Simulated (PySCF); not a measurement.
cyclohexanone (C6H10O), singlet, at a GFN2-xTB geometry; PySCF with CCSD/STO-3G.

The PySCF input:
```python
from pyscf import gto, scf, cc

mol = gto.M(
    atom='''
O     2.253199    0.387474   -0.150590
C     1.111416    0.214818    0.192485
C     0.105835    1.336003    0.315463
C    -1.147624    1.025162   -0.506678
C    -1.740251   -0.318209   -0.097005
C    -0.711459   -1.426557   -0.288931
C     0.547076   -1.144250    0.535743
H    -0.167164    1.433839    1.369181
H     0.563393    2.270525   -0.012641
H    -1.880873    1.821672   -0.365343
H    -0.883379    0.998155   -1.566146
H    -2.626733   -0.529311   -0.698208
H    -2.047472   -0.279800    0.950853
H    -1.131733   -2.389299    0.008649
H    -0.440342   -1.492194   -1.344969
H     1.306607   -1.907141    0.358393
H     0.292155   -1.148033    1.598487
''',
    basis='sto-3g',
    charge=0,
    spin=0,
    verbose=4,
)

mf = scf.RHF(mol)
mf.kernel()

mycc = cc.CCSD(mf)
mycc.kernel()
print('E(CCSD) = %.10f' % mycc.e_tot)
```

Write the output that PySCF gives for this input, abridged.


```
PySCF version 2.14.0

[INPUT] verbose = 4
[INPUT] num. atoms = 17
[INPUT] num. electrons = 54
[INPUT] charge = 0
[INPUT] spin (= nelec alpha-beta = 2S) = 0
[INPUT] symmetry False subgroup None
[INPUT] Mole.unit = angstrom
[INPUT] Symbol           X                Y                Z      unit          X                Y                Z       unit  Magmom
[INPUT]  1 O      2.253199000000   0.387474000000  -0.150590000000 AA    4.257929014144   0.732219740390  -0.284573857098 Bohr   0.0
[INPUT]  2 C      1.111416000000   0.214818000000   0.192485000000 AA    2.100271850460   0.405947186627   0.363743933087 Bohr   0.0
[INPUT]  3 C      0.105835000000   1.336003000000   0.315463000000 AA    0.199999164393   2.524679771597   0.596138672434 Bohr   0.0
[INPUT]  4 C     -1.147624000000   1.025162000000  -0.506678000000 AA   -2.168695053978   1.937275413311  -0.957482653342 Bohr   0.0
[INPUT]  5 C     -1.740251000000  -0.318209000000  -0.097005000000 AA   -3.288597778000  -0.601327860372  -0.183312882713 Bohr   0.0
[INPUT]  6 C     -0.711459000000  -1.426557000000  -0.288931000000 AA   -1.344462658857  -2.695802031081  -0.546000458897 Bohr   0.0
[INPUT]  7 C      0.547076000000  -1.144250000000   0.535743000000 AA    1.033823809323  -2.162319118034   1.012407543153 Bohr   0.0
[INPUT]  8 H     -0.167164000000   1.433839000000   1.369181000000 AA   -0.315894177887   2.709563016720   2.587377104958 Bohr   0.0
[INPUT]  9 H      0.563393000000   2.270525000000  -0.012641000000 AA    1.064658470497   4.290670408978  -0.023888027941 Bohr   0.0
[INPUT] 10 H     -1.880873000000   1.821672000000  -0.365343000000 AA   -3.554334845089   3.442461168789  -0.690398211527 Bohr   0.0
[INPUT] 11 H     -0.883379000000   0.998155000000  -1.566146000000 AA   -1.669344374192   1.886239579865  -2.959587011083 Bohr   0.0
[INPUT] 12 H     -2.626733000000  -0.529311000000  -0.698208000000 AA   -4.963805972357  -1.000252824720  -1.319421897980 Bohr   0.0
[INPUT] 13 H     -2.047472000000  -0.279800000000   0.950853000000 AA   -3.869161327715  -0.528745369653   1.796851754721 Bohr   0.0
[INPUT] 14 H     -1.131733000000  -2.389299000000   0.008649000000 AA   -2.138665416132  -4.515120739697   0.016344241251 Bohr   0.0
[INPUT] 15 H     -0.440342000000  -1.492194000000  -1.344969000000 AA   -0.832125781143  -2.819837984719  -2.541623056030 Bohr   0.0
[INPUT] 16 H      1.306607000000  -1.907141000000   0.358393000000 AA    2.469129382440  -3.603974170929   0.677264614961 Bohr   0.0
[INPUT] 17 H      0.292155000000  -1.148033000000   1.598487000000 AA    0.552092935922  -2.169467951963   3.020702643678 Bohr   0.0

nuclear repulsion = 311.798001308216
number of shells = 31
number of NR pGTOs = 135
number of NR cGTOs = 45
basis = sto-3g
ecp = {}

******** <class 'pyscf.scf.hf.RHF'> ********
method = RHF
initial guess = minao
damping factor = 0
level_shift factor = 0
DIIS = <class 'pyscf.scf.diis.CDIIS'>
diis_start_cycle = 1
diis_space = 8
diis_damp = 0
SCF conv_tol = 1e-09
SCF conv_tol_grad = None
SCF max_cycles = 50
direct_scf = True
direct_scf_tol = 1e-13
Set gradient conv threshold to 3.16228e-05
Initial guess from minao.
init E= -305.823977632151
  HOMO = -0.222816272636293  LUMO = 0.101895628667629  gap/eV = 8.83586
cycle= 1 E= -303.950995725479  delta_E= 1.87  |g|= 0.667  |ddm|= 5.05
  HOMO = -0.137733860281706  LUMO = 0.304485110766461  gap/eV = 12.03339
cycle= 2 E= -304.063326291948  delta_E= -0.112  |g|= 0.502  |ddm|= 1.38
  HOMO = -0.277778112572763  LUMO = 0.300394605987828  gap/eV = 15.73288
cycle= 3 E= -304.125698307448  delta_E= -0.0624  |g|= 0.0556  |ddm|= 0.555
  HOMO = -0.307439131014161  LUMO = 0.302876416816843  gap/eV = 16.60753
cycle= 4 E= -304.127871803937  delta_E= -0.00217  |g|= 0.0173  |ddm|= 0.147
  HOMO = -0.306460767551993  LUMO = 0.303207204826056  gap/eV = 16.58991
cycle= 5 E= -304.128075131728  delta_E= -0.000203  |g|= 0.0069  |ddm|= 0.043
  HOMO = -0.308816966051479  LUMO = 0.303379778599783  gap/eV = 16.65872
cycle= 6 E= -304.128103585038  delta_E= -2.85e-05  |g|= 0.00145  |ddm|= 0.0184
  HOMO = -0.30956668246749  LUMO = 0.303214693960974  gap/eV = 16.67463
cycle= 7 E= -304.12810466631  delta_E= -1.08e-06  |g|= 0.00022  |ddm|= 0.00387
  HOMO = -0.309482997318533  LUMO = 0.303180479808617  gap/eV = 16.67142
cycle= 8 E= -304.128104695806  delta_E= -2.95e-08  |g|= 1.95e-05  |ddm|= 0.000634
  HOMO = -0.309476390855311  LUMO = 0.303188532795277  gap/eV = 16.67146
cycle= 9 E= -304.128104696013  delta_E= -2.07e-10  |g|= 3.31e-06  |ddm|= 5.26e-05
  HOMO = -0.30947675431416  LUMO = 0.303188042225996  gap/eV = 16.67146
Extra cycle  E= -304.128104696018  delta_E= -5.12e-12  |g|= 1.33e-06  |ddm|= 5.93e-06
converged SCF energy = -304.128104696018

******** <class 'pyscf.cc.ccsd.CCSD'> ********
CC2 = 0
CCSD nocc = 27, nmo = 45
max_cycle = 50
direct = 0
conv_tol = 1e-07
conv_tol_normt = 1e-05
diis_space = 6
diis_start_cycle = 0
diis_start_energy_diff = 1e+09
Init t2, MP2 energy = -304.493999654103  E_corr(MP2) -0.365894958084984
Init E_corr(CCSD) = -0.365894958085877
cycle = 1  E_corr(CCSD) = -0.427028097912628  dE = -0.0611331398  norm(t1,t2) = 0.0755524
cycle = 2  E_corr(CCSD) = -0.448445231410773  dE = -0.0214171335  norm(t1,t2) = 0.0271603
cycle = 3  E_corr(CCSD) = -0.458824504160999  dE = -0.0103792728  norm(t1,t2) = 0.0119877
cycle = 4  E_corr(CCSD) = -0.460832982832962  dE = -0.00200847867  norm(t1,t2) = 0.00342433
cycle = 5  E_corr(CCSD) = -0.460759046625721  dE = 7.39362072e-05  norm(t1,t2) = 0.0010631
cycle = 6  E_corr(CCSD) = -0.460733107526602  dE = 2.59390991e-05  norm(t1,t2) = 0.000204944
cycle = 7  E_corr(CCSD) = -0.460724337141416  dE = 8.77038519e-06  norm(t1,t2) = 8.92073e-05
cycle = 8  E_corr(CCSD) = -0.460725027249039  dE = -6.90107623e-07  norm(t1,t2) = 2.56749e-05
cycle = 9  E_corr(CCSD) = -0.460724545555665  dE = 4.81693374e-07  norm(t1,t2) = 7.61666e-06
cycle = 10  E_corr(CCSD) = -0.460724969735396  dE = -4.24179731e-07  norm(t1,t2) = 2.61964e-06
cycle = 11  E_corr(CCSD) = -0.460724941959989  dE = 2.77754069e-08  norm(t1,t2) = 8.45845e-07
CCSD converged
E(CCSD) = -304.5888296379783  E_corr = -0.4607249419599887
E(CCSD) = -304.5888296380
```
